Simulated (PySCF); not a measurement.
Computed properties of CCl2F, SMILES [C](Cl)(Cl)F

CCl2F, SMILES F[C](Cl)Cl (connectivity only; charge and spin as stated), charge +1, multiplicity 1. The structure is a stationary point at B3LYP-D3(BJ)/def2-SVP. The spin state was assumed, not searched. The isomer is the one that the SMILES or the coordinates give; other isomers of the formula were not compared. One conformer was computed; it need not be the lowest. All values are computed for the isolated molecule unless a solvent is named; none is compared with measurement here.

**Structure.** The optimised structure has C2v symmetry. All 6 harmonic modes at B3LYP-D3(BJ)/def2-SVP (PySCF) are real, so it is a minimum. With heavy atoms numbered as in [F:1][C:2]([Cl:3])[Cl:4], the shortest bond between them is F1–C2 at 1.265 Å and the longest C2–Cl3 at 1.644 Å.

**Vibrations.** The strongest infrared lines (harmonic, unscaled, degenerate partners summed) lie at 1142 cm⁻¹ (422 km/mol, C 86 %, Cl 13 %), 1412 cm⁻¹ (312 km/mol, C 67 %, F 32 %), 594 cm⁻¹ (6 km/mol, C 86 %). The softest mode is at 331 cm⁻¹ and the zero-point energy is 6.5 kcal/mol.

**Electronic structure.** B3LYP/def2-TZVPD (PySCF) places the frontier levels at -16.14 and -10.37 eV, a gap of 5.77 eV and a mean polarisability of 37.6 bohr³. PBE/def2-TZVPD (PySCF) at the same geometry gives -14.91 and -11.04 eV, so its gap is 1.90 eV narrower. An orbital gap is neither the optical nor the fundamental gap.

**Excitations.** TDA-CAM-B3LYP/def2-SVPD (PySCF) has S1 at 4.49 eV (276 nm, f = 0.000, dark); the most intense of the 10 singlets computed lies at 6.23 eV (f = 0.26). T1 (TDA) is at 4.22 eV, 0.27 eV under S1. TDA-PBE/def2-SVPD (PySCF) puts S1 at 3.98 eV. No vertical singlet excitation falls in the visible range (under 3.1 eV).

**NMR.** GIAO shifts at PBE0/pcSseg-2 (PySCF) (non-relativistic, atoms alike by connectivity averaged): ¹³C at 239.9 ppm against TMS; ¹⁹F at 199.2 ppm against CFCl3. Without spin–orbit terms, shifts of atoms bonded to Cl or Br come out too high.

**Solvation.** SMD-B3LYP/def2-SVP (PySCF) gives -55.0 kcal/mol in water, -56.8 kcal/mol in N,N-dimethylformamide, -50.6 kcal/mol in tetrahydrofuran (1 M in both phases, gas-phase geometry); of these solvents N,N-dimethylformamide holds the molecule best.
